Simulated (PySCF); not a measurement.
# Telling isomers of C8H6FN apart by NMR

All values are calculated (PySCF 2.14.0 with density-fitted response routines): shielding tensors at PBE0/pcSseg-1 (GIAO), GFN2-xTB geometry. One computed conformer, no relativistic terms, averaged over atoms made equivalent by symmetry, fast rotation or ring inversion, no solvent model.

Chemical shifts δ = σref − σ; 1H (σref 31.72), 13C (σref 186.93) vs TMS, all at this level. Splittings of carbon signals by F and P are missing where no couplings were computed. Where no couplings were computed, multiplicities follow the n + 1 count of equivalent neighbours, and m marks all less simple cases (inequivalent or close neighbours, rings, F or P nearby). Shifts are as computed. Against solution values, carbons near 30 ppm lie about +3 ppm off and those near 130 ppm about +5 ppm. Of 1211 compounds with measured shifts, 218 miss one by over three times the rms of a fit or turn the order of signals round; such compounds aren't used in these exercises.

(1) Tabulate the signals of `N#CCc1ccc(F)cc1`, `N#Cc1ccccc1CF`, `N#CCc1cccc(F)c1` and their relative energies.

(2) What is the quickest way to tell N#CCc1ccc(F)cc1 from N#Cc1ccccc1CF?

(3) What is the quickest way to tell N#Cc1ccccc1CF from N#CCc1cccc(F)c1?

(4) What is the quickest way to tell N#CCc1ccc(F)cc1 from N#CCc1cccc(F)c1?

Answers

(1) 
```tsv
SMILES	carbon types	δC	δH	E rel. (kcal/mol)
N#CCc1ccc(F)cc1	3×C 4×CH 1×CH2	172.8, 136.7, 133.2, 122.6, 122.1, 24.8	7.61 (m, 2H), 7.44 (m, 2H), 3.42 (s, 2H)	0.1
N#Cc1ccccc1CF	3×C 4×CH 1×CH2	150.7, 140.5, 138.6, 132.7, 129.4, 122.0, 111.5, 86.3	8.01 (m, 1H), 7.99 (d, 1H), 7.96 (m, 1H), 7.68 (m, 1H), 6.15 (m, 2H)	0.2
N#CCc1cccc(F)c1	3×C 4×CH 1×CH2	173.5, 140.6, 137.0, 130.0, 122.3, 121.8, 121.2, 25.2	7.74 (m, 1H), 7.38 (m, 1H), 7.37 (d, 1H), 7.29 (m, 1H), 3.45 (s, 2H)	0.0
```

Energies are electronic energies at PBE0/pcSseg-1 on these geometries, without zero-point or thermal terms, each for the one conformer computed, which needn't be the lowest.

(2) Count the carbon signals: 6 against 8. The first has an sp3 CH2 on an aromatic ring at 24.8 ppm, the second an sp3 CH2 bonded to F, on an aromatic ring at 86.3 ppm. Their most deshielded carbons lie at 172.8 and 150.7 ppm. In the proton spectra the most deshielded non-exchanging signals are 7.61 (m, 2H) and 8.01 (m, 1H).

(3) Both give the same number of carbon signals, with the same numbers of each carbon type, so the positions decide. The first has an sp3 CH2 bonded to F, on an aromatic ring at 86.3 ppm, the second an sp3 CH2 on an aromatic ring at 25.2 ppm. Their most deshielded carbons lie at 150.7 and 173.5 ppm.

(4) Count the carbon signals: 6 against 8. The first has a substituted aromatic carbon (C) at 133.2 ppm, the second a substituted aromatic carbon (C) at 140.6 ppm. Their most deshielded carbons lie at 172.8 and 173.5 ppm.
